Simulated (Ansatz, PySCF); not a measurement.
HKO, SMILES [OH][K]. Atoms are numbered in the order given.

```xyz
3

K      0.0000     0.0000    -0.7413
O      0.0000     0.0000     1.4804
H      0.0000     0.0000     2.4352
```
Charge 0, spin multiplicity 1.

Geometry: PBE0-D3(BJ)/def2-TZVPD. The isomer is the one that the SMILES or the coordinates give; other isomers of the formula were not compared.

Two levels are set side by side: PBE-D3(BJ)/def2-TZVPD (Ansatz, a first-principles code) and PBE0-D3(BJ)/def2-TZVPD (Ansatz). Each level has its own optimised geometry; the coordinates shown are those of the second. Frequencies come from the Hessian of PySCF at each geometry. Differences are taken from unrounded values.

```json
[
 {"quantity": "mean bond length (Å)", "PBE0-D3(BJ)": "1.588"},
 {"quantity": "bond K1–O2 (Å)", "PBE0-D3(BJ)": "2.222"},
 {"quantity": "bond O2–H3 (Å)", "PBE0-D3(BJ)": "0.955"},
 {"quantity": "highest harmonic wavenumber (cm⁻¹)", "PBE0-D3(BJ)": "3951"},
 {"quantity": "mean harmonic wavenumber (cm⁻¹)", "PBE0-D3(BJ)": "1272"},
 {"quantity": "zero-point energy (kcal/mol)", "PBE0-D3(BJ)": "7.27"}
]
```

What does PBE-D3(BJ) give, and how far is it from PBE0-D3(BJ)? (Estimate from the structure and the level; the computed values follow.)


| quantity | PBE-D3(BJ) | PBE-D3(BJ) minus PBE0-D3(BJ) |
|---|---|---|
| mean bond length (Å) | 1.599 | 0.011 |
| bond K1–O2 (Å) | 2.232 | 0.010 |
| bond O2–H3 (Å) | 0.966 | 0.011 |
| highest harmonic wavenumber (cm⁻¹) | 3790 | -161 |
| mean harmonic wavenumber (cm⁻¹) | 1212 | -59 |
| zero-point energy (kcal/mol) | 6.93 | -0.34 |

Exact exchange shortens and stiffens bonds; PBE has none. Differences between two approximate levels are no errors against the true value.
